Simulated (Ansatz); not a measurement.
Program: Ansatz. Geometries: PBE0-D4/def2-TZVP. ΔE: electronic, gas phase. CBS: MP2 limit from def2 TZ/QZ plus the TZ coupled-cluster correction, frozen cores. DFT in def2-TZVPP. For Se outer-core shells are correlated without core-valence functions, which leaves a few kJ/mol of doubt a bond. Scalar relativity is left out up to krypton. Each species was taken in one conformer, which may not be the lowest.

Consider the ligand exchange at the Se–Si bond: `[OH][AlH][SiH2][SeH]` + H₂Se → `[SeH][SeH]` + `[OH][AlH][SiH3]`.

`[OH][AlH][SiH2][SeH]`:

```xyz
9

O     0.446    1.482    1.245
Al   -0.824    0.404    0.906
Si   -0.269   -1.050   -0.974
Se    1.912   -0.600   -1.524
H     0.429    2.134    1.944
H    -2.148    0.446    1.779
H    -1.146   -0.828   -2.160
H    -0.388   -2.500   -0.650
H     1.989    0.512   -0.566
```

H₂Se:

Z-matrix (Å, degrees):
```
Se
H 1 1.467
H 1 1.467 2 91.2
```

`[SeH][SeH]`:

Z-matrix (Å, degrees):
```
Se
Se 1 2.324
H 1 1.473 2 96.5
H 2 1.473 1 96.5 3 -90.7
```

`[OH][AlH][SiH3]`:

```xyz
8

O    -1.529   -1.230   -0.961
Al    0.027   -0.555   -0.870
Si    0.467    0.883    1.061
H    -1.806   -1.810   -1.670
H     1.080   -0.894   -2.012
H     1.003    2.205    0.623
H     1.504    0.271    1.941
H    -0.746    1.130    1.887
```

CCSD(T)/CBS gives +16.0 kcal/mol.

Task: Another level gave +15.0 kcal/mol. Which?
A. BLYP/def2-TZVPP
B. PBE/def2-TZVPP
C. r2SCAN-D4/def2-TZVPP
D. MP2/def2-TZVPP

Result: C. r2SCAN-D4 15.0, PBE 12.9, BLYP 10.4, MP2/def2-TZVPP 16.8 kcal/mol.

Largest T1 diagnostic among the species: 0.014.

In def2-TZVPP, CCSD(T) changes the Hartree–Fock value by +2.3 kcal/mol (the triples alone add +0.2 kcal/mol) and MP2 by +3.6 kcal/mol. The D4 term adds +1.3 kcal/mol with B3LYP and +0.8 kcal/mol with PBE0; it sums over pairs of atoms, weighted by their polarisabilities, and B3LYP, whose exchange is more repulsive, gets the larger term. From BLYP to BHLYP (50 % exact exchange), in def2-TZVPP and without D4, ΔE moves by +2.8 kcal/mol.

B3LYP here is the variant with VWN-RPA as its local correlation; programs differ in this.
